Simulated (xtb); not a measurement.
B2O3, SMILES O=BOB=O. All values are semi-empirical tight-binding results from xtb (GFN2-xTB unless named), good for trends rather than for accurate numbers. Coordinates come from a GFN2-xTB optimisation. The values are those of a single conformer.

```
Property                                        Result
---------------------------------------  -------------
point group as xtb finds it                        D∞h
orbital gap                                    7.96 eV
dipole moment                                   0.00 D
zero-point energy                        11.8 kcal/mol
G − E(el) at 298.15 K (modified RRHO)    -4.4 kcal/mol
static polarisability (D4 model)            41.9 bohr³
solvation energy, GFN2-xTB/ALPB(water)   -2.1 kcal/mol
solvation energy, GFN2-xTB/ALPB(ch2cl2)  -6.4 kcal/mol
```

Computed IR lines (harmonic; lines under 4 % of the strongest left out, lines within 3 cm⁻¹ merged):
ν (cm⁻¹): 426 (m), 2200 (vs) (against the strongest line: vs over 80 %, s over 45 %, m over 15 %, w over 4 %, vw less)
